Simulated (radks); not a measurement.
Results of a calculation; reference values are marked as such.
Species: Cu2+. Configuration: [Ar] 3d9.

Code: a radial shooting solver on a logarithmic mesh with Libxc functionals. Model: non-relativistic Kohn-Sham, LDA (Slater exchange, VWN5 correlation), spin-polarised, spherical densities, point nucleus; open shells are filled with parallel spins first.

Energy parts (eV):
| part | energy |
|---|---|
| total | -44536.646 |
| kinetic | 44489.009 |
| electron-nucleus | -106009.174 |
| Hartree | 18716.547 |
| exchange-correlation | -1733.028 |

Orbitals (lengths in bohr, moments of r in powers of bohr; r(90%) holds 90 % of the orbital's charge):
orbital	occ.	eigenvalue (eV)	<r>	r(90%)	<1/r>
1s up	1	-8754.860	0.05298	0.0943	28.47
1s down	1	-8754.851	0.05298	0.0943	28.47
2s up	1	-1064.047	0.2392	0.370	6.179
2s down	1	-1063.397	0.2391	0.370	6.181
2p up	3	-937.1433	0.2081	0.340	6.150
2p down	3	-936.6504	0.2080	0.340	6.152
3s up	1	-136.5993	0.7212	1.08	1.965
3s down	1	-135.4808	0.7220	1.08	1.962
3p up	3	-97.0819	0.7496	1.16	1.839
3p down	3	-95.9863	0.7509	1.16	1.835
3d up	5	-30.6771	0.9127	1.58	1.470
3d down	4	-29.6722	0.9225	1.61	1.460

The highest occupied level is 3d down at -29.672 eV. The spin density at the nucleus is -0.2206 e/bohr^3 (1s -0.0255, 2s -0.4957, 3s 0.3006), a Fermi contact field of -11.6 T.
